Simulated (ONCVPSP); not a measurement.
# PBEsol ONCV dataset for W (Z = 74), scalar-relativistic all-electron reference.

```
Element                 : tungsten (W)
Generator               : ONCVPSP 4.0.1
Type                    : optimised norm-conserving Vanderbilt (ONCV)
Functional              : PBEsol
Relativity              : scalar-relativistic
Frozen core             : [Kr] 4d10 4f14
Valence charge          : 14
Reference configuration : 5s2 5p6 5d4 6s1.75 6p0.25
Partial waves           : 5s+6s: rc 1.65 bohr, ncon 4, nbas 7, qcut 7 1/bohr, 3 projectors, debl 1 Ha; 5p+6p: rc 1.80 bohr, ncon 4, nbas 8, qcut 6.5 1/bohr, 3 projectors, debl 1.3 Ha; 5d: rc 2.45 bohr, ncon 4, nbas 8, qcut 7.1 1/bohr, 3 projectors, debl 3.8 Ha
Local potential         : polynomial inside 1.30 bohr (lpopt 5, dvloc0 0 Ha)
Core correction         : polynomial model core, fcfact 0.5
```

All-electron outer shells of the reference configuration (PBEsol, scalar-relativistic, ld1.x):

```
shell  level (eV)  outermost node (bohr)  outermost maximum (bohr)
   4d     -238.69                   0.22                      0.45
   5s      -79.53                   0.53                      0.96
   5p      -43.64                   0.57                      1.09
   4f      -33.66                      –                      0.43
   6s       -6.03                   1.28                      2.64
   5d       -4.89                   0.63                      1.49
   6p       -1.55                   1.54                      3.70
```

Estimate the cutoffs (Ha) at which the residual kinetic energy of the hardest occupied pseudo-wave falls to 1 and 0.1 mHa per electron.

19 Ha and 23 Ha.

Does the potential have ghost states?

No bound ghost flagged; GHOST(+) flagged for s at 425.3 eV.

Tests: 5s2 5p6 5d4 6s2 6p0; 5s2 5p6 5d4 6s1 6p0; 5s2 5p6 5d4 6s0 6p0; 5s2 5p6 5d5 6s0 6p0. Which has the largest error in its energy relative to the reference configuration, and how large is it?

5s2 5p6 5d5 6s0 6p0, with -17 meV (all-electron minus pseudo) on +8.61 eV.
